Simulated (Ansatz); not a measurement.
`OBNCS` + `OCS` → `OBSCO` + `NCS`  (ligand exchange at a B–N bond)

Program: Ansatz. Geometries: PBE0-D4/def2-TZVP. ΔE: electronic, gas phase. CCSD(T)/CBS is the MP2 limit (def2-TZVPP, def2-QZVPP) plus CCSD(T) − MP2 in def2-TZVPP, frozen cores. DFT in def2-TZVPP. B3LYP here is the variant with VWN-RPA as its local correlation; programs differ in this. One conformer a species, not always the lowest.

| level | ΔE (kJ/mol) | difference from CCSD(T)/CBS |
| --- | --- | --- |
| PBE-D4 | 33.7 | -2.9 |
| r2SCAN-D4 | 34.3 | -2.3 |
| PBE0-D4 | 35.7 | -0.9 |
| B3LYP-D4 | 40.5 | 3.9 |
| ωB97X-V | 37.7 | 1.1 |
| ωB97M-V | 39.6 | 3.0 |
| PBE | 32.6 | -4.0 |
| r2SCAN | 34.0 | -2.6 |
| B3LYP | 38.7 | 2.1 |
| MP2/def2-TZVPP | 36.7 | 0.1 |
| CCSD/def2-TZVPP | 39.4 | 2.8 |
| HF/def2-QZVPP | 39.3 | 2.7 |
| MP2/def2-QZVPP | 35.8 | -0.8 |
| SCS-MP2/def2-QZVPP | 36.8 | 0.2 |
| HF/CBS(def2) | 39.4 | 2.8 |
| MP2/CBS(def2) | 35.1 | -1.5 |
| CCSD(T)/CBS | 36.6 | 0 |

Largest T1 diagnostic among the species: 0.013.
